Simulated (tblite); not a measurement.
C₆H₁₀FNSi₂.
Numbering: `[CH2:1]=[CH:2]/[C:3](=[CH:4]/[C@H:5]([SiH3:6])[C:7]#[N:8])[SiH2:9][F:10]` (hydrogens: H11, H12 on C1; H13 on C2; H14 on C4; H15 on C5; H16, H17, H18 on Si6; H19, H20 on Si9)

A start from a force field or distance geometry was refined with tblite, GFN2-xTB geometry optimisation, gas phase. Values at the start:

| coordinate | start |
| --- | --- |
| C1=C2 | 1.310 Å |
| C1–H11 | 1.086 Å |
| C1–H12 | 1.099 Å |
| C2–C3 | 1.483 Å |
| C3=C4 | 1.286 Å |
| C3–Si9 | 1.795 Å |
| C4–C5 | 1.452 Å |
| C4–H14 | 1.098 Å |
| C5–Si6 | 1.893 Å |
| C5–C7 | 1.462 Å |
| C5–H15 | 1.092 Å |
| Si6–H16 | 1.469 Å |
| C7≡N8 | 1.174 Å |
| Si9–F10 | 1.639 Å |
| Si9–H19 | 1.502 Å |
| Si9–H20 | 1.484 Å |
| C1–C2–C3 | 122.6° |
| C2–C3–C4 | 118.4° |
| C3–C4–C5 | 124.1° |
| C3–Si9–F10 | 119.7° |
| C4–C3–Si9 | 124.0° |
| C4–C5–Si6 | 104.6° |
| C5–C7–N8 | 179.5° |
| Si6–C5–C7 | 106.1° |
| C1–C2–C3–C4 | 180° |
| C2–C3–Si9–F10 | 161° |
| C3–C4–C5–Si6 | -138° |

Q: How do these coordinates change at the GFN2-xTB level?

A: 
```
   coordinate  GFN2-xTB (Å or °)  change
       C3–Si9              1.886  +0.091
        C3=C4              1.345  +0.059
       C5–Si6              1.940  +0.047
      Si9–H19              1.458  -0.044
        C5–C7              1.429  -0.033
        C4–C5              1.484  +0.032
        C7≡N8              1.145  -0.029
        C2–C3              1.456  -0.027
      Si9–H20              1.457  -0.027
       C1–H12              1.077  -0.022
      Si9–F10              1.619  -0.020
        C1=C2              1.328  +0.018
       C4–H14              1.087  -0.011
       C1–H11              1.077  -0.009
      Si6–H16              1.463  -0.006
       C5–H15              1.090  -0.002
   C3–Si9–F10              111.1    -8.6
    C4–C5–Si6              109.0    +4.4
     C3–C4–C5              127.5    +3.4
     C1–C2–C3              125.8    +3.2
    Si6–C5–C7              107.8    +1.7
    C4–C3–Si9              125.4    +1.4
     C2–C3–C4              117.3    -1.1
     C5–C7–N8              178.5    -1.0
 C3–C4–C5–Si6                -92     +46
C2–C3–Si9–F10               -173     +26
  C1–C2–C3–C4                176      -4
```

The energy falls by 0.976 eV over 151 L-BFGS steps, the largest force on an atom goes from 3.54 to 0.009 eV/Å, and the atoms move by 0.762 Å rms after alignment. The bond that changes most is C3–Si9 (fully substituted alkene carbon to fluorine-bound silicon), which lengthens by 0.091 Å. Bonds longer at the end by more than 0.005 Å: 5 of 19; shorter: 12. Among the dihedrals that turn most is C4–C5–Si6–H18, from 119° to 61°. Rotational constants go from 1263, 611.6, 529.5 to 1293, 607.2, 504.5 MHz.

The run took 2.6 s of wall time on one thread, Arm Neoverse N1 (aarch64), no GPU, on a shared host.

Its GFN2-xTB frequencies are all real (lowest 27 cm⁻¹). The numbers are those of one conformer. 3 starts were optimised and ended at 0.00, 1.40 and 1.66 kcal/mol (GFN2-xTB); the lowest of these is shown.

The numbers are calculated, not measured.
